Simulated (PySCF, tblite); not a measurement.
C4H8BN3.
Cartesian coordinates in Å at the GFN2-xTB level; atoms count from 1:
```xyz
16
C4H8BN3 angstrom
C     -1.7701    0.4343   -0.9793
C     -0.7169    0.4116    0.1347
C     -1.1840   -0.3122    1.2743
N     -1.4185   -0.9423    2.2065
B      0.6999   -0.3096   -0.3577
N      1.5540   -0.6609    0.9995
C      1.5569    0.7013   -1.1586
N      2.1932    1.4620   -1.7377
H     -2.0149   -0.5789   -1.2895
H     -1.3743    0.9701   -1.8385
H     -2.6838    0.9274   -0.6494
H     -0.5301    1.4431    0.4607
H      0.5214   -1.3318   -0.9348
H      1.8745    0.1952    1.4469
H      2.3561   -1.2432    0.7739
H      0.9290   -1.1572    1.6377
```

Jobs on this species (16 atoms, 58 electrons) with PySCF (density fitting) and tblite. Hardware of each: an Arm Neoverse V1 with one thread, no GPU, on a shared host. Times come from a shared host and carry two figures at best.

Question: Rank these jobs by wall time, shortest first.
A. GFN2-xTB; Hessian by finite differences
B. PBE0/pcSseg-1; shieldings, charges and field gradients, density and orbital grids written; 176 basis functions
C. GFN2-xTB; L-BFGS relaxation

Answer: A (0.51 s), C (1.1 s), B (71 s).

All jobs:

| level and settings | work | basis functions | SCF cycles | wall time |
| --- | --- | --- | --- | --- |
| GFN2-xTB | Hessian by finite differences | – | – | 0.51 s |
| GFN2-xTB | L-BFGS relaxation | – | – | 1.1 s |
| PBE0/pcSseg-1 | shieldings, charges and field gradients, density and orbital grids written | 176 | 14 | 71 s |
| CAM-B3LYP/def2-SVPD | 8 singlets by full TDDFT, 3 Tamm–Dancoff triplets, polarisability | 224 | 14 | 71 s |

Q: What do all jobs in the table cost together?

A: About 2.4 min; the longest takes about 49 % of that, and about 140 times as long as the shortest.
